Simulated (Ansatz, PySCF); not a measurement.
Reaction (SMILES): ClBCl [dichloroborane] + 2 [H][H] (H2) → B (BH3) + 2 Cl (HCl)
Structures are relaxed separately at B3LYP-D3(BJ)/def2-TZVP in Ansatz (a quantum-chemistry and plane-wave program). Frequencies are from Ansatz or PySCF.

Wanted: energy of full hydrogenation (enthalpy at 298 K, with B3LYP-D3(BJ) rigid-rotor harmonic-oscillator terms), in eV. Valence correlation only, unless marked. No spin-orbit coupling. No relativistic terms. CBS marks a two-point X^-3 extrapolation of the correlation energy; Hartree-Fock from the larger set.

CCSD(T)/CBS(aug-cc-pV(T+d)Z,aug-cc-pV(Q+d)Z) (Ansatz) gives 1.71 eV.

**Question.** Another calculation gave 1.76 eV. Which level was it?
(A) HF/def2-TZVPD (PySCF)
(B) PW6B95/def2-TZVPD (PySCF)
(C) M06-L/def2-TZVPD (PySCF)
(D) SVWN5/def2-TZVPD (Ansatz)

**Answer.** B, PW6B95/def2-TZVPD (PySCF). The others give 1.58 (M06-L), 1.27 (HF), 1.94 (SVWN5) eV.
